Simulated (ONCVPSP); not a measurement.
## Transferability test, ONCV potential for C

```
Element                 : carbon (C)
Generator               : ONCVPSP 4.0.1
Type                    : optimised norm-conserving Vanderbilt (ONCV)
Functional              : PBEsol
Relativity              : fully relativistic
Frozen core             : [He]
Valence charge          : 4
Reference configuration : 2s2 2p1 (charge +1)
Partial waves           : 2s: rc 1.20 bohr, ncon 3, nbas 8, qcut 6.8 1/bohr, 2 projectors, debl 1.1 Ha; 2p: rc 1.70 bohr, ncon 4, nbas 9, qcut 8.5 1/bohr, 2 projectors, debl 1.1 Ha; d scattering state at 0.05 Ha: rc 1.75 bohr, ncon 5, nbas 10, qcut 5.2 1/bohr, 2 projectors, debl 3.8 Ha
Local potential         : polynomial inside 0.95 bohr (lpopt 1, dvloc0 0 Ha)
Core correction         : polynomial model core, fcfact 0.45
```

Open shells are filled in proportion to 2j + 1.

Energies are relative to the spin-unpolarised reference configuration 2s2 2p1; without spin polarisation the order of configurations can differ from experiment.

| valence configuration | charge | ΔE all-electron (eV) | error AE − PS (meV) |
| --- | --- | --- | --- |
| 2s1 2p0 | +3 | 71.982 | +170 |
| 2s1 2p3 | 0 | -2.362 | +33 |

Question: What are ΔE and the potential's error for 2s2 2p0?

Answer: ΔE = 24.019 eV all-electron; the error (AE − PS) is +57 meV.

Question: What are ΔE and the potential's error for 2s2 2p2?

Answer: ΔE = -10.789 eV all-electron; the error (AE − PS) is +12 meV.

Levels in the configuration 2s2 2p2:

```
   level  all-electron (eV)  pseudo (eV)
2s j=1/2            -13.648      -13.644
2p j=3/2             -5.231       -5.244
2p j=1/2             -5.239       -5.253
```
